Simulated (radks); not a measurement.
Valence configurations of Pd I (all share [Kr]). Method: non-relativistic Kohn-Sham, LDA (Slater exchange, Perdew-Wang correlation), spin-unpolarised, spherical densities, point nucleus; relativity is left out, which matters for an element this heavy; computed with a radial shooting solver on a logarithmic mesh with Libxc functionals. Energies are relative to 4d10; eigenvalues in eV.

\begin{tabular}{lrrrr}
valence & E (eV) & e(4d) & e(5p) & e(5s) \\ \hline
4d10 & 0.000 & -4.373 & - & - \\
4d9 5s1 & 2.134 & -7.313 & - & -4.250 \\
4d9 5s0.5 5p0.5 & 3.817 & -8.209 & -1.436 & -4.865 \\
4d9 5p1 & 5.566 & -9.000 & -1.818 & - \\
4d8 5s2 & 6.255 & -10.598 & - & -5.364 \\
4d8 5s1 5p1 & 10.231 & -12.130 & -2.267 & -6.361 \\
4d8 5s0.5 5p1.5 & 12.307 & -12.811 & -2.577 & -6.786 \\
4d8 5p2 & 14.439 & -13.450 & -2.859 & - \\
4d7 5s2 5p1 & 17.197 & -15.559 & -2.747 & -7.354 \\
4d7.5 5s0.5 5p2 & 17.868 & -15.101 & -3.083 & -7.646 \\
\end{tabular}

NIST lists [Kr] 4d10 as the ground configuration; this level of theory agrees among the configurations tried. The energies are those of spherical spin-averaged densities, not of single terms. Relativity is left out, which favours d and f over s occupation in heavy atoms.
